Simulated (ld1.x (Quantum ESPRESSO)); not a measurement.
**Transferability test, TM semilocal potential for europium**

```json
{
  "Element": "europium (Eu)",
  "Generator": "ld1.x (Quantum ESPRESSO) 7.5",
  "Type": "norm-conserving Troullier–Martins (semilocal form)",
  "Functional": "PBE",
  "Relativity": "scalar-relativistic",
  "Frozen core": "[Kr] 4d10 4f6",
  "Valence charge": "11",
  "Reference configuration": "5s2 5p6 5d1 6s2 6p0",
  "Partial waves": "5p (bound): rc 2.15 bohr; 5d (bound): rc 2.60 bohr; 5s (bound): rc 2.30 bohr",
  "Local potential": "the s channel",
  "Core correction": "none"
}
```

Occupied shells without a wave of their own: 6s. They enter only through the test configuration that unscreens the potential.

Energies are relative to the spin-unpolarised reference configuration 5s2 5p6 5d1 6s2 6p0; without spin polarisation the order of configurations can differ from experiment. Not all tests gave a result: 3 of 7 tests not solved or not reliable. Left out of the table: 5s2 5p6 5d1 6s0 6p2 (solver errors, printed error -28.8 eV); 5s2 5p6 5d0 6s2 6p1 (pseudo-atom not self-consistent, printed error -735 eV); 5s2 5p6 5d1 6s0 6p1 (solver errors, printed error -12.8 eV).

| valence configuration | charge | ΔE all-electron (eV) | error AE − PS (meV) |
| --- | --- | --- | --- |
| 5s2 5p6 5d0 6s0 6p0 | +3 | 38.261 | -6405 |
| 5s2 5p6 5d0 6s2 6p0 | +1 | 6.137 | +143 |

(1) What are ΔE and the potential's error for 5s2 5p6 5d1 6s0 6p0?

(2) What are ΔE and the potential's error for 5s2 5p6 5d1 6s1 6p0?

The potential misses its own reference levels by up to 1.3 eV, so it is not fit for use.

Answers

(1) ΔE = 18.484 eV all-electron; the error (AE − PS) is -4705 meV.

(2) ΔE = 6.549 eV all-electron; the error (AE − PS) is -1770 meV.

These tests converged, but a pseudo level misses the all-electron one widely, so the file describes the atom poorly there or has found another state: 5s2 5p6 5d1 6s1 6p0: 6s by 2.3 eV; 5s2 5p6 5d1 6s0 6p0: empty 6p by 7.4 eV; 5s2 5p6 5d0 6s0 6p0: empty 6p by 11.9 eV. The 6s level has no wave, so the channel is fitted at the deeper level alone: the likely source of the large errors.
